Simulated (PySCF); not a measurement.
Write a Z-matrix for SnMe(SiH3)3 (`[CH3][Sn]([SiH3])([SiH3])[SiH3]`) as optimised with PBE0-D3(BJ)/def2-SVP.

Z-matrix in Å and degrees, rows numbered from 1:
```
Sn
C   1  2.1652
H   2  1.0986  1  110.10
H   2  1.0989  1  109.68  3  -120.20
H   2  1.0989  1  109.61  3   120.10
Si  1  2.5700  2  109.12  3   176.89
H   6  1.4970  1  110.66  2    62.81
H   6  1.4970  1  110.71  2   -57.03
H   6  1.4958  1  110.59  2  -177.11
Si  1  2.5711  2  110.56  3    56.94
H  10  1.4965  1  110.72  2    60.22
H  10  1.4965  1  110.78  2   -59.97
H  10  1.4956  1  109.97  2  -179.86
Si  1  2.5710  2  110.16  3   -64.01
H  14  1.4967  1  110.60  2   -61.32
H  14  1.4957  1  110.25  2   178.64
H  14  1.4967  1  110.77  2    58.67
```

All 3 Si–Sn bonds measure 2.570 to 2.571 Å. Si6 (silicon bonded to Sn and 3 H) is tetrahedral (angles from 108.1° to 110.7°). Sn1 (tin bonded to C and 3 Si) is tetrahedral (angles from 108.6° to 110.6°).

Level of theory: PBE0-D3(BJ)/def2-SVP geometry optimisation, gas phase, def2 core potentials past Kr (PySCF 2.14.0).

Point group: near C3v, missed by 0.15 Å at most; the miss may be what the optimiser left on a soft mode. PBE0-D3(BJ)/def2-SVP frequencies: not computed here.

Time: 1.9 min of wall time; peak memory 0.61 GiB. Hardware: an Arm Neoverse V2 with one thread, no GPU, shared host. This is the geometry optimisation.
